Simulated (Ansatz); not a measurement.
Total energies of C₃H₁₁BSi (`BCC(C)[SiH3]`).

```
atom    x (Å)    y (Å)    z (Å)
  B1  -2.0387   0.0954  -1.0371
  C2  -1.0184   0.5536   0.0339
  C3   0.4625   0.2246  -0.1593
  C4   1.3699   1.0410   0.7558
 Si5   0.7301  -1.6242   0.0805
  H6  -3.2118   0.1050  -0.7960
  H7  -1.6824  -0.1870  -2.1469
  H8  -1.3515   0.3312   1.0555
  H9  -1.1633   1.6549  -0.0398
 H10   0.7267   0.4360  -1.2034
 H11   1.2353   2.1140   0.5835
 H12   1.1426   0.8497   1.8089
 H13   2.4269   0.8101   0.5992
 H14   2.1290  -2.0212  -0.2383
 H15  -0.2019  -2.3922  -0.7933
 H16   0.4452  -1.9909   1.4968
```

The species carries charge 0 and has multiplicity 1. Geometry: relaxed with PBE0-D4/def2-TZVP. It is one conformer, not always the lowest. Basis def2-TZVPP, Ansatz 0.2.0.

RPA on PBE orbitals: Hartree–Fock energy of these orbitals -433.60762 Eh, correlation -1.36564 Eh (frozen core).

```
             functional  energy without D4 (Eh)  D4 term (kJ/mol)
            LDA (SPW92)              -432.68062                 –
                    PBE              -434.92729             -33.1
                 revPBE              -435.19634            -103.4
                   BLYP              -435.20393             -72.6
                 r2SCAN              -435.18381              -8.6
                 B97M-V              -435.25201                 –
                   PBE0              -434.99530             -28.1
                  B3LYP              -435.34874             -52.9
                r2SCANh              -435.17946              -9.0
                r2SCAN0              -435.17396              -9.9
HSE06 (plane-wave form)              -434.97830             -26.1
                  BHLYP              -435.22103             -38.9
              CAM-B3LYP              -435.22387             -28.4
                LC-ωPBE              -435.12787                 –
                ωB97X-V              -435.22974                 –
                ωB97M-V              -435.18964                 –
                 B2PLYP              -435.03900                 –
               PBE-QIDH              -434.89395                 –
```

B3LYP takes the VWN-RPA correlation (the form of Gaussian; ORCA's B3LYP/G). HSE06 is the plane-wave form, built on full-range PBE exchange. The double hybrids freeze the cores in their second-order part.

LC-ωPBE has ω = 0.4 bohr⁻¹.
